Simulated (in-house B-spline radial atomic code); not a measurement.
A run on Lu⁻ that did not converge. Method: scalar-relativistic (X2C) B3LYP, spin-polarised, spherical fractional occupations, exact exchange averaged over the configuration, Fermi nucleus of rms radius 5.37 fm; computed with an all-electron radial atomic-structure program (B-spline basis).

Command:
```bash
python run_scf.py task.json out
```
Settings (nuclear radius in fm, mass in u):
```
Z                71
configuration    [Xe] 4f14 5d2 6s2
hamiltonian      x2c
method           b3lyp
spin_polarised   True
nucleus          fermi
rms_radius       5.37
atomic_mass      174.94078
speed_of_light   137.035999084
exact_exchange   averaged over the configuration
```

First and last ten iterations of the last attempt (damped for 15 steps, keeping 80 % of the old Fock matrix, then DIIS):
```
 iter        energy (Eh)    residual
    1      -14562.036847    4.73e-01
    2      -14410.542580    1.20e+00
    3      -14556.164899    4.69e-01
    4      -14561.368015    2.09e-01
    5      -14563.052000    9.11e-02
    6      -14563.529895    5.12e-02
    7      -14563.684371    3.44e-02
    8      -14563.754634    2.35e-02
    9      -14563.793593    1.44e-02
   10      -14563.816470    7.82e-03
  111      -14563.644906    2.64e-02
  112      -14563.638344    2.70e-02
  113      -14563.652556    2.54e-02
  114      -14563.801138    1.40e-02
  115      -14563.652234    2.52e-02
  116      -14563.825052    9.29e-03
  117      -14563.796602    1.54e-02
  118      -14563.641913    2.60e-02
  119      -14563.645662    2.55e-02
  120      -14563.649437    2.59e-02
 not converged after 120 iterations
```

The smallest residual met was 7.8e-03; the threshold is about 7e-07. No energy from this run should be used. Run time, properties included: 7.5 s on 1 thread of AMD EPYC 7R43 64-Core Processor (shared host).
